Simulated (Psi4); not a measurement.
Intermolecular potential of H2 ··· C3H6 (SMILES [H][H] and C1CC1), singlet. Monomers: optimised at B3LYP-D3(BJ) (def2-TZVP), held rigid. Orientation: lowest of the rigid-body minima from ten starts at GFN2-xTB. R is the distance of the centres of mass, along which the second monomer moves.

Level of theory: SAPT0/jun-cc-pVDZ, frozen core run with Psi4 1.11.

Components in kcal/mol:

```json
[
 {"R / Å": "3.10", "electrostatics": "-2.39", "exchange": "6.24", "induction": "-0.90", "dispersion": "-1.78", "total": "1.17"},
 {"R / Å": "3.30", "electrostatics": "-1.37", "exchange": "3.27", "induction": "-0.46", "dispersion": "-1.20", "total": "0.23"},
 {"R / Å": "3.50", "electrostatics": "-0.81", "exchange": "1.69", "induction": "-0.24", "dispersion": "-0.83", "total": "-0.19"},
 {"R / Å": "3.72", "electrostatics": "-0.48", "exchange": "0.81", "induction": "-0.12", "dispersion": "-0.56", "total": "-0.34"},
 {"R / Å": "3.94", "electrostatics": "-0.29", "exchange": "0.39", "induction": "-0.06", "dispersion": "-0.38", "total": "-0.34"},
 {"R / Å": "4.11", "electrostatics": "-0.20", "exchange": "0.22", "induction": "-0.03", "dispersion": "-0.29", "total": "-0.31"},
 {"R / Å": "4.38", "electrostatics": "-0.12", "exchange": "0.09", "induction": "-0.01", "dispersion": "-0.19", "total": "-0.24"},
 {"R / Å": "4.71", "electrostatics": "-0.07", "exchange": "0.03", "induction": "-0.01", "dispersion": "-0.12", "total": "-0.17"},
 {"R / Å": "5.19", "electrostatics": "-0.04", "exchange": "0.01", "induction": "0.00", "dispersion": "-0.06", "total": "-0.10"},
 {"R / Å": "5.93", "electrostatics": "-0.02", "exchange": "0.00", "induction": "0.00", "dispersion": "-0.03", "total": "-0.04"},
 {"R / Å": "6.93", "electrostatics": "-0.01", "exchange": "0.00", "induction": "0.00", "dispersion": "-0.01", "total": "-0.02"},
 {"R / Å": "8.23", "electrostatics": "0.00", "exchange": "0.00", "induction": "0.00", "dispersion": "0.00", "total": "-0.01"}
]
```
